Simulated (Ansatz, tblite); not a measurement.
Cost and result up the ladder for the cluster Rb3H2⁺ (5 atoms). The state is a singlet with charge 1. Geometry: r2SCAN-D4/def2-TZVP.

```xyz
5

Rb   -1.4124    1.7882   -4.5841
Rb    0.1753   -0.4774   -0.1981
Rb    1.1986   -1.1662    4.8389
H     0.6999   -0.8276    2.3984
H    -0.6614    0.6830   -2.4551
```

Ansatz on 4 threads of Arm Neoverse V2 on a shared host; xTB runs through tblite on one thread. Times are rough, summed over both states, and most runs start from the orbitals of an earlier one. CCSD(T)/def2-TZVPP serves as the yardstick here, not as an exact answer. Differences are given only for rows in sets of like size (and for xTB, whose basis is part of the method), since another set adds its own error. The other state is a quintet at its own geometry, which has other bonds, so the gap mixes isomer and spin.

In the def2 sets Rb takes a core potential, while STO-3G treats all electrons; there is no spin–orbit coupling. The xTB rows come from tblite. LC-ωPBE has ω = 0.4 bohr⁻¹. HSE06 is defined as in plane-wave codes, on full-range PBE exchange. Correlated methods freeze no core orbitals; core or outer-core shells of Rb are correlated, in sets that lack core-valence functions. In the quintet geometry the species has come apart into loosely held pieces. The structure comes from a short search, and lower isomers may exist.

Correlated methods converge slowly with the basis.

xTB has no spin-polarisation term.

| level | functions | wall time |
| --- | --- | --- |
| GFN2-xTB | 14 | 0.002 s |
| GFN1-xTB | 16 | 0.003 s |
| HF/def2-TZVP | 111 | 0.85 s |
| HF/STO-3G | 68 | 0.95 s |
| MP2/def2-TZVP | 111 | 0.95 s |
| PBE-D4/def2-TZVP (with forces) | 111 | 3 s |
| HSE06-D4/def2-TZVP | 111 | 3.5 s |
| BLYP-D4/def2-TZVP | 111 | 3.5 s |
| LC-ωPBE/def2-TZVP | 111 | 3.6 s |
| PBE0-D4/def2-TZVP | 111 | 4.5 s |
| RPA@PBE/def2-TZVP | 111 | 4.5 s |
| r2SCAN-D4/def2-TZVP | 111 | 5.9 s |
| r2SCAN0-D4/def2-TZVP | 111 | 6.9 s |
| CCSD(T)/def2-TZVPP | 148 | 86 s |

Task: Estimate what each level gives for the quintet − singlet (eV).

Result: 
```
                         level  quintet − singlet (eV)  difference from CCSD(T)/def2-TZVPP (eV)
                      GFN2-xTB                    7.40                                     2.09
                      GFN1-xTB                    9.06                                     3.75
                  HF/def2-TZVP                    3.55                                    -1.76
                     HF/STO-3G                    6.74                                        –
                 MP2/def2-TZVP                    4.52                                    -0.79
PBE-D4/def2-TZVP (with forces)                    4.83                                    -0.48
            HSE06-D4/def2-TZVP                    4.82                                    -0.50
             BLYP-D4/def2-TZVP                    4.96                                    -0.35
             LC-ωPBE/def2-TZVP                    5.36                                     0.05
             PBE0-D4/def2-TZVP                    4.85                                    -0.46
             RPA@PBE/def2-TZVP                    4.70                                    -0.61
           r2SCAN-D4/def2-TZVP                    5.24                                    -0.07
          r2SCAN0-D4/def2-TZVP                    5.19                                    -0.12
            CCSD(T)/def2-TZVPP                    5.31                                     0.00
```
